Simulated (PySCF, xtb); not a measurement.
CHF₂, charge +1, multiplicity 1. Atoms are numbered in the order given.

```xyz
4

F      0.0000    -1.0575     0.2216
C      0.0000     0.0000    -0.4131
F      0.0000     1.0575     0.2216
H      0.0000     0.0000    -1.5100
```
Charge +1, spin multiplicity 1.

Geometry optimised at B3LYP-D3(BJ)/def2-TZVP. The multiplicity is an assumed one; other spin states were not compared. The isomer is the one that the SMILES or the coordinates give; other isomers of the formula were not compared.

These are C-PCM-B3LYP/def2-SVP in PySCF 2.14.0 values and carry that method's errors.

The values are the electrostatic part of the solvation free energy, E(continuum) − E(gas) at the gas-phase geometry, in a cavity of scaled van der Waals radii (PySCF's table); cavitation and dispersion terms are not included. In vacuum the orbital gap is 9.62 eV.

Computed values in water (ε = 78.36), acetone (ε = 20.49), dimethylsulfoxide (ε = 46.83):
| solvent | ε | ΔG(elec) (kcal/mol) | gap (eV) |
|---|---|---|---|
| water | 78.36 | -75.5 | 9.67 |
| acetone | 20.49 | -72.8 | 9.67 |
| dimethylsulfoxide | 46.83 | -74.9 | 9.67 |

For comparison, GFN2-xTB/ALPB(water) (xtb, at the GFN2-xTB geometry, all terms of that model) gives -74.4 kcal/mol.
